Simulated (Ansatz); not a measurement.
```yaml
crystal:
  periodic: [false, false, false]
  atoms:
    - {symbol: F, position_ang: [0.149587, -1.144420, 1.139290]}
    - {symbol: Sn, position_ang: [0.477536, -0.461996, 0.173403]}
    - {symbol: F, position_ang: [1.417473, -0.150438, 0.654823]}
    - {symbol: F, position_ang: [1.148136, -1.186838, -0.796843]}
    - {symbol: Si, position_ang: [-0.721215, 0.659347, -0.193577]}
    - {symbol: H, position_ang: [-0.988884, 1.041251, 0.658652]}
    - {symbol: H, position_ang: [-0.283706, 1.040267, -0.932926]}
    - {symbol: H, position_ang: [-1.321330, 0.153430, -0.627782]}
basis:
  gaussian: {orbitals: def2-SVP}
total_charge: 1
magnetization: {spin_polarized: true, initial_magnetization: 1}
hamiltonian: {xc: {name: r2SCAN0}, dispersion: d4}
output: {forces: true}
```

```sh
$ ansatz run in.yaml --threads 4 --pin off --events-out ev --progress --plain --max-ram 10444MiB
```

It prints (some lines left out):

```
Functional definition: r2SCAN0
1056 factors; integrals over basis functions are off by at most 3.3e-4 eV
mean field evaluation 1: about -21748.7115 eV, gradient 7.3e1 eV
mean field evaluation 2: about -21735.5586 eV, gradient 9.9e1 eV
mean field evaluation 4: about -21763.6957 eV, gradient 5.1e0 eV
mean field evaluation 8: about -21764.1014 eV, gradient 1.2e0 eV
mean field evaluation 16: about -21764.2445 eV, gradient 6.6e-1 eV
mean field evaluation 32: about -21764.2191 eV, gradient 2.3e0 eV
mean field -21764.24828647 eV, -799.8213721905 hartree, gradient 1.4e-5 eV, S^2 0.757853; 2 other end points of the search recorded, 0 dependent functions left out
reference -21764.24829764 eV, -799.8213726008 hartree; 33, 32 occupied and 68, 69 virtual orbitals, 1056 factors
Total energy: -21764.29398089 eV, -799.8230514296 hartree
Atom 0 at     0.149587    -1.144420     1.139290 Å, force   -38.977229   -83.969746   112.854695 eV/Å
Atom 1 at     0.477536    -0.461996     0.173403 Å, force  -166.557273    19.592075  -158.445293 eV/Å
Atom 2 at     1.417473    -0.150438     0.654823 Å, force   205.363024    70.230543   104.529402 eV/Å
Atom 3 at     1.148136    -1.186838    -0.796843 Å, force    31.969208   -37.769087   -47.722620 eV/Å
Atom 4 at    -0.721215     0.659347    -0.193577 Å, force    -7.593727    27.379034    12.265609 eV/Å
Atom 5 at    -0.988884     1.041251     0.658652 Å, force    -9.455077    14.040810    28.740238 eV/Å
Atom 6 at    -0.283706     1.040267    -0.932926 Å, force    16.982824    18.076860   -30.161297 eV/Å
Atom 7 at    -1.321330     0.153430    -0.627782 Å, force   -31.731750   -27.580489   -22.060734 eV/Å
Dipole moment:    -0.268840     0.473465     0.084150 e Å
```

(1) What is wrong with this run?

Answers

(1) The geometry is squeezed to about two thirds of its size. The run converged. The result belongs to that input, not to the molecule as meant.
